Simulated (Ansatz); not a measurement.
Calculated with Ansatz (gas phase, PBE0-D4/def2-TZVP geometries, no zero-point term in ΔE). CCSD(T)/CBS adds triple-zeta CCSD(T) − MP2 to the extrapolated MP2 energy (def2 sets, frozen cores). DFT in def2-TZVPP. One conformer a species, not always the lowest.

Reaction (ligand exchange at the Si–N bond): `[SiH3]N1[SiH2]P1` + `CB(C)O` → `CB(C)O[SiH3]` + `N1[SiH2]P1`

Is it downhill or uphill in electronic energy at CCSD(T)/CBS, and by how much? (An estimate is asked.)

Computed: Downhill: ΔE = -0.08 eV.

What do these levels give: PBE-D4, PBE0-D4, BHLYP-D4, PBE, CCSD/def2-SVP, CCSD(T)/def2-SVP? (Estimate.)

Computed: PBE-D4 -0.04, PBE0-D4 -0.05, BHLYP-D4 -0.09, PBE -0.05, CCSD/def2-SVP 0.05, CCSD(T)/def2-SVP 0.06 eV.

Largest T1 diagnostic among the species: 0.015.

At CCSD(T), def2-SVP lies +0.14 eV from the extrapolated value and def2-TZVPP +0.01 eV. In def2-TZVPP, CCSD(T) changes the Hartree–Fock value by +0.08 eV (the triples alone add +0.01 eV) and MP2 by +0.11 eV.
